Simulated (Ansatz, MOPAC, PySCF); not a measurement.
System: CH₂N, net charge 0, doublet state. SMILES: [CH2][N]
Coordinates optimised at B3LYP-D3(BJ)/def2-TZVP (Ansatz, a first-principles code):
```xyz
4

C     -0.0120     0.0143    -0.5005
N      0.0177    -0.0210     0.7362
H      0.8654     0.3150    -1.0886
H     -0.9171    -0.2537    -1.0620
```
Charge 0, spin multiplicity 2.

Unscaled harmonic wavenumbers (cm⁻¹) in rising order, each level at the stationary point that it reaches from this structure (no distance between atoms moves by over 0.3 Å); the order of modes can differ between levels, and a negative number is imaginary. B3LYP-D3(BJ)/def2-TZVP (PySCF, at the structure above): 936, 995, 1380, 1725, 2963, 3016.

AM1 (MOPAC): 862, 1071, 1299, 1925, 3024, 3089. Zero-point energy 16.1 against 15.7 kcal/mol; where all levels lie over 400 cm⁻¹, the wavenumbers are on average 1.017 times those of B3LYP-D3(BJ)/def2-TZVP.

PM3 (MOPAC): 793, 983, 1157, 1870, 3013, 3040. Zero-point energy 15.5 against 15.7 kcal/mol; where all levels lie over 400 cm⁻¹, the wavenumbers are on average 0.964 times those of B3LYP-D3(BJ)/def2-TZVP.

B3LYP/6-31G* (Ansatz): 950, 989, 1407, 1737, 3002, 3053. Zero-point energy 15.9 against 15.7 kcal/mol; where all levels lie over 400 cm⁻¹, the wavenumbers are on average 1.010 times those of B3LYP-D3(BJ)/def2-TZVP.
